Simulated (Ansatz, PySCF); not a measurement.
Reaction (SMILES): [CH2]B(O)O → [CH2-]B(O)O (an electron is taken up)
Geometries: B3LYP-D3(BJ)/def2-TZVP minima from Ansatz (an electronic-structure program), one conformer each, not searched for the lowest. Frequencies are from Ansatz or PySCF.
Geometry of the first species:
```
B
O 1 1.3688
H 2 0.9639 1 112.33
O 1 1.3778 2 117.52 3 0.00
H 4 0.9606 1 114.14 2 -180.00
C 1 1.5394 2 118.83 3 180.00
H 6 1.0832 1 121.67 2 0.00
H 6 1.0846 7 114.82 1 180.00
```
Charge 0, spin multiplicity 2.

Wanted: adiabatic electron affinity (0 K, with B3LYP-D3(BJ) harmonic zero-point energies), positive where the reaction releases energy, in eV. Correlated levels leave the core frozen unless marked. UHF or UKS for open shells. No spin-orbit coupling. No relativistic terms. Anions need diffuse functions: aug- sets have them; the other sets have none. Basis-set limits of correlation are two-point, X^-3; Hartree-Fock from the larger set. The bracket is a focal-point correction in the basis named.

```
level                                                          program  adiabatic electron affinity (eV)  minus last row
-------------------------------------------------------------  -------  --------------------------------  --------------
HF/cc-pVTZ                                                      Ansatz                             -0.62           -1.80
MP2/STO-3G                                                      Ansatz                             -4.53           -5.71
MP2/cc-pwCVTZ                                                   Ansatz                              0.85           -0.33
RI-MP2/cc-pVTZ                                                  Ansatz                              0.84           -0.34
CCSD/STO-3G                                                     Ansatz                             -4.49           -5.67
CCSD/aug-cc-pVQZ                                                Ansatz                              1.01           -0.17
CCSD(T)/aug-cc-pVTZ                                             Ansatz                              1.14           -0.04
CCSD(T)/aug-cc-pVQZ                                             Ansatz                              1.16           -0.02
RI-MP2/CBS(aug-cc-pVTZ,aug-cc-pVQZ)+[CCSD(T)-MP2]/aug-cc-pVQZ   Ansatz                              1.19            0.01
CCSD(T)/CBS(aug-cc-pVTZ,aug-cc-pVQZ)                            Ansatz                              1.18            0.00
```
